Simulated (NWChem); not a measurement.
System: Si$_{2}$H$_{4}$O$_{2}$; SMILES O1[SiH2]O[SiH2]1

Input file for NWChem:

```
start job
memory heap 200 mb stack 900 mb global 1100 mb
geometry units angstroms
  O     -0.303625     0.311756     1.073676
  Si     1.115219     0.403986     0.198067
  O      0.303625    -0.311756    -1.073676
  Si    -1.115238    -0.403922    -0.198091
  H      2.108785    -0.493555     0.739654
  H      1.436925     1.777873    -0.109880
  H     -2.108785     0.493555    -0.739654
  H     -1.436925    -1.777873     0.109881
end
basis spherical
  * library def2-svp
end
dft
  xc pbe0
  iterations 150
end
driver
  maxiter 120
end
task dft optimize
task dft freq
```

The level has its own optimisation; frequencies are unscaled.

### Question
Give the results of this calculation. (PBE0/def2-SVP.) Quantities: r O–Si (Å); r Si–Si (Å); r H–Si (Å); highest harmonic frequency (cm⁻¹); lowest (cm⁻¹); zero-point energy (kcal/mol).

### Answer
```yaml
r O–Si (Å): 1.698
r Si–Si (Å): 2.411
r H–Si (Å): 1.486
highest harmonic frequency (cm⁻¹): 2282
lowest (cm⁻¹): 219
zero-point energy (kcal/mol): 27.9
```
